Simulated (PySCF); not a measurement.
An unknown shows these calculated signals:

1H NMR (600 MHz, computed): δ 6.59 (m, 2H), 6.49 (m, 2H), 5.51 (t, 2H), 4.20 (t, 2H), 3.51 (s, 3H).

13C{1H} NMR (computed): δ 126.1 (CH), 117.7 (CH), 63.1 (CH3), 62.6 (CH2).

[PySCF: structure optimised with GFN2-xTB; NMR shieldings at PBE0/pcSseg-1/GIAO; isolated molecule; non-relativistic; averaged over atoms made equivalent by symmetry, fast rotation or ring inversion; a single conformation]

Referencing at the same level of theory: 1H (31.72 ppm), 13C (186.93 ppm) vs TMS.

Question: Which of these does the molecule contain: an NH or NH2 group, a Si–H bond, a methoxy group, a heteroaromatic ring, a three-membered ring, a benzene ring?

Answer: 
- An NH or NH2 group: no.
- A Si–H bond: yes (δH 5.51 (t)).
- A methoxy group: yes (δC 63.1; δH 3.51 (s)).
- A heteroaromatic ring: yes.
- A three-membered ring: no.
- A benzene ring: no.

The data belong to `COC[SiH2]n1cccc1`, C6H11NOSi; they needn't prove each group on their own.

Carbon signals by region: 2 in the sp2 and nitrile region (100–160 ppm), 2 at 50–100 ppm.

Shifts are as computed. Against solution values, carbons near 30 ppm lie about +3 ppm off and those near 130 ppm about +5 ppm. Of 1211 compounds with measured shifts, 218 miss one by over three times the rms of a fit or turn the order of signals round; such compounds aren't used in these exercises. No couplings were computed; multiplicities are counted from neighbouring protons, with m where these are inequivalent, close in shift, in a saturated or five-membered ring or joined by F or P, and br s for small geminal =CH2 splittings.
